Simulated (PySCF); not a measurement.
C₃H₉B (SMILES CB(C)C), singlet, geometry from GFN2-xTB; CCSD/STO-3G in PySCF.

Here is a job for PySCF.
```python
from pyscf import gto, scf, cc

mol = gto.Mole()
mol.atom = '''
    B     0.000011    0.000265    0.000368
    C     1.526233   -0.148233   -0.370683
    H     1.837628   -1.191716   -0.340873
    H     2.141736    0.362178    0.370156
    H     1.791906    0.250783   -1.346705
    C    -0.550142   -0.622278    1.341599
    H    -1.311379   -1.371296    1.124130
    H    -1.048682    0.134363    1.946360
    H     0.207890   -1.095705    1.960904
    C    -0.976066    0.770665   -0.970706
    H    -1.997908    0.852717   -0.608273
    H    -1.009992    0.277987   -1.942191
    H    -0.611403    1.778441   -1.166611
'''
mol.basis = 'sto-3g'
mol.charge = 0
mol.spin = 0
mol.verbose = 5
mol.build()

mf = scf.RHF(mol)
mf.kernel()

mycc = cc.CCSD(mf)
mycc.kernel()
print('E(CCSD) = %.10f' % mycc.e_tot)
mf.analyze()
```

Question: Predict the main parts of the log of this PySCF run.

Answer: 
```
PySCF version 2.14.0

[INPUT] verbose = 5
[INPUT] max_memory = 4000
[INPUT] num. atoms = 13
[INPUT] num. electrons = 32
[INPUT] charge = 0
[INPUT] spin (= nelec alpha-beta = 2S) = 0
[INPUT] symmetry False subgroup None
[INPUT] Mole.unit = angstrom
[INPUT] Symbol           X                Y                Z      unit          X                Y                Z       unit  Magmom
[...]
[INPUT] ---------------- BASIS SET ----------------
[INPUT] l, kappa, [nprim/nctr], expnt,             c_1 c_2 ...
[INPUT] B
[...]
                                8.8873622         0.53532814
                                2.405267          0.44463454
[...]
                                0.5198205         0.39951283
                                0.1690618         0.70011547
[...]
                                0.5198205         0.60768372
                                0.1690618         0.39195739
[INPUT] C
[...]
                                13.045096         0.53532814
                                3.5305122         0.44463454
[...]
                                0.6834831         0.39951283
                                0.2222899         0.70011547
[...]
                                0.6834831         0.60768372
                                0.2222899         0.39195739
[INPUT] H
[...]
                                0.62391373        0.53532814
                                0.1688554         0.44463454

nuclear repulsion = 112.542964937639
number of shells = 21
number of NR pGTOs = 87
number of NR cGTOs = 29
basis = sto-3g
ecp = {}

******** <class 'pyscf.scf.hf.RHF'> ********
method = RHF
initial guess = minao
damping factor = 0
level_shift factor = 0
DIIS = <class 'pyscf.scf.diis.CDIIS'>
diis_start_cycle = 1
diis_space = 8
diis_damp = 0
SCF conv_tol = 1e-09
SCF conv_tol_grad = None
SCF max_cycles = 50
direct_scf = True
direct_scf_tol = 1e-13
Set gradient conv threshold to 3.16228e-05
Initial guess from minao.
E1 = -410.9708899573304  E2 = 156.2266758375639  Ecoul = 179.42246698985494  Exc = -23.195791152291036
init E= -142.201249182128
cond(S) = 12.048187739963995
[...]
  mo_energy =
[-11.11367868 -11.11232127 -11.11230924  -7.41712437  -1.39570342
  -1.1652978   -1.16520624  -0.61059731  -0.49298216  -0.49196805
  -0.49182428  -0.43532179  -0.43519857  -0.41136597  -0.27056447
  -0.27051738   0.1510287    0.51999033   0.52006257   0.52507466
   0.575984     0.57631262   0.59855255   0.61479366   0.62210591
[...]
converged SCF energy = -141.859589391413
E(CCSD) = -142.1103605282682  E_corr = -0.2507711368548979
E(CCSD) = -142.1103605283
Total Energy =                        -141.859589391413294
[...]
9 C 2pz          0.21472  -0.18766  -0.17229  -0.25435   0.16037
10 H 1s         -0.00071   0.06191   0.38980  -0.10863   0.02744
11 H 1s          0.40509   0.01335  -0.07363  -0.26426   0.24211
12 H 1s         -0.36046   0.10003  -0.10402  -0.27148  -0.12112
               #26       #27       #28       #29
0 B 1s           0.00000  -0.00001  -0.00000   0.00000
0 B 2s          -0.00006   0.00033   0.00017  -0.00008
0 B 2px         -0.04211  -0.04656   0.58218  -0.18626
0 B 2py          0.00805  -0.19377  -0.19377  -0.25978
0 B 2pz         -0.01022  -0.08167   0.10859   0.53482
1 C 1s           0.00230   0.00472   0.00303  -0.00183
1 C 2s          -0.14780  -0.30802  -0.20764   0.12953
1 C 2px         -0.11842  -0.13585   0.25630  -0.16812
1 C 2py          0.02418   0.28178   0.06529   0.18242
1 C 2pz          0.02678   0.17567  -0.24167  -0.24286
2 H 1s           0.11340   0.40120   0.06809   0.11212
3 H 1s           0.09876   0.00808   0.06270   0.07279
4 H 1s           0.12065   0.22548  -0.14217  -0.22929
5 C 1s           0.00491  -0.00383   0.00008   0.00353
5 C 2s          -0.31939   0.24849  -0.00877  -0.24435
5 C 2px          0.08661  -0.02212  -0.33339  -0.10150
5 C 2py          0.07323   0.19275   0.14413  -0.12108
5 C 2pz         -0.15835   0.28513  -0.12091   0.27843
6 H 1s           0.22210   0.02304  -0.10309   0.01713
7 H 1s           0.22290  -0.36636  -0.12277   0.00325
8 H 1s           0.20473  -0.18241   0.27074  -0.00837
9 C 1s          -0.00721  -0.00090  -0.00310  -0.00170
9 C 2s           0.46779   0.05991   0.21614   0.11495
9 C 2px         -0.17447   0.04028   0.01901   0.37575
9 C 2py          0.16734   0.26485  -0.15832  -0.03809
9 C 2pz         -0.20707   0.12697   0.26968  -0.08713
10 H 1s         -0.32729  -0.04304  -0.12804   0.23807
11 H 1s         -0.31985   0.15853   0.04087  -0.09438
12 H 1s         -0.33645  -0.22570   0.05391  -0.11150
 ** Mulliken pop on meta-lowdin orthogonal AOs  **
 ** Mulliken pop  **
[...]
 ** Mulliken atomic charges  **
charge of    0B =      0.25902
charge of    1C =     -0.19153
charge of    2H =      0.03776
charge of    3H =      0.03964
charge of    4H =      0.02779
charge of    5C =     -0.19156
charge of    6H =      0.03939
charge of    7H =      0.03810
charge of    8H =      0.02776
charge of    9C =     -0.19158
charge of   10H =      0.02773
charge of   11H =      0.03915
charge of   12H =      0.03834
Dipole moment(X, Y, Z, Debye): -0.00043, -0.00180, -0.00248
```
